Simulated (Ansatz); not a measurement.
C3HF5O, SMILES `FC(F)C1(F)OC1(F)F`. Total charge 0; spin multiplicity 1.

Z-matrix (Å, degrees):
```
C
F 1 1.345
C 1 1.512 2 109.2
F 1 1.347 2 108.5 3 118.7
H 1 1.093 2 109.3 3 -121.9
F 3 1.329 1 113.1 2 57.1
O 3 1.424 1 115.5 2 -78.5
C 3 1.450 1 123.8 2 -144.2
F 8 1.318 3 121.7 1 -154.2
F 8 1.326 3 123.0 1 -3.5
```

Q: List the harmonic frequencies (cm⁻¹, unscaled) at PBE0-D4/def2-TZVP in Ansatz. (An estimate is asked.)

A: The calculation gave: 56, 127, 164, 257, 277, 318, 420, 530, 546, 569, 616, 746, 824, 864, 1078, 1152, 1159, 1176, 1283, 1315, 1374, 1423, 1594, 3113.

Q: Is this a minimum?

A: Yes, all 24 modes are real.

Q: Give the ideal-gas thermochemistry at 298.15 K and 1 bar (rigid rotor, harmonic oscillator; point group C1, symmetry number 1).

A: Zero-point energy 125.5 kJ/mol; H(298) − E = 148.1 kJ/mol; entropy 369.4 J/(mol·K), of which translation 171.2, rotation 120.8, vibration 77.5; G(298) − E = 37.9 kJ/mol. Modes under 100 cm⁻¹ are hindered rotations or soft bends, so the harmonic entropy is rough.

Q: And at 400, 500, 600, 800 and 1000 K?

A: 
| T (K) | H − E (kJ/mol) | S (J/mol/K) | G − E (kJ/mol) |
| --- | --- | --- | --- |
| 400 | 161.3 | 407.4 | -1.7 |
| 500 | 176.3 | 440.9 | -44.1 |
| 600 | 192.9 | 471.2 | -89.8 |
| 800 | 229.6 | 523.7 | -189.4 |
| 1000 | 269.2 | 567.9 | -298.7 |
